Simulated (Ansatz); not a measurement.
Start from `[F][Ge]([F])([F])[SiH3]` and change one atom or group to get `O=C=[N][Ge]([F])([F])[F]`.

Ansatz, PBE0-D4/def2-TZVP geometries, multiplicity 1. Each molecule was computed in one conformer, which needn't be the lowest.

Scalar relativity is left out up to krypton.

```
                                        property  `[F][Ge]([F])([F])[SiH3]`
               LUMO energy (PBE/def2-TZVPP) / eV                      -1.71
           HOMO–LUMO gap (B3LYP/def2-TZVPP) / eV                       8.46
             HOMO–LUMO gap (PBE/def2-TZVPP) / eV                       6.61
              HOMO energy (PBE0/def2-TZVPP) / eV                      -9.72
            HOMO–LUMO gap (PBE0/def2-TZVPP) / eV                       8.97
size of the dipole moment (B3LYP/def2-TZVPP) / D                       4.13
```

What does the change do to each property? (An estimate is asked.)

Computed: 
```json
{"property": "LUMO energy (PBE/def2-TZVPP) / eV", "`O=C=[N][Ge]([F])([F])[F]`": "-2.50", "shift": "-0.79"}
{"property": "HOMO–LUMO gap (B3LYP/def2-TZVPP) / eV", "`O=C=[N][Ge]([F])([F])[F]`": "7.94", "shift": "-0.52"}
{"property": "HOMO–LUMO gap (PBE/def2-TZVPP) / eV", "`O=C=[N][Ge]([F])([F])[F]`": "5.96", "shift": "-0.65"}
{"property": "HOMO energy (PBE0/def2-TZVPP) / eV", "`O=C=[N][Ge]([F])([F])[F]`": "-9.98", "shift": "-0.26"}
{"property": "HOMO–LUMO gap (PBE0/def2-TZVPP) / eV", "`O=C=[N][Ge]([F])([F])[F]`": "8.59", "shift": "-0.38"}
{"property": "size of the dipole moment (B3LYP/def2-TZVPP) / D", "`O=C=[N][Ge]([F])([F])[F]`": "0.67", "shift": "-3.46"}
```

With PBE0 the HOMO falls by 0.26 eV and the LUMO falls by 0.64 eV, so the gap narrows by about 0.38 eV. PBE moves the HOMO by -0.13 eV and ωB97M-V by -0.42 eV. Dipoles are sizes alone; their direction can turn.

B3LYP here is the variant with VWN-RPA as its local correlation; programs differ in this.
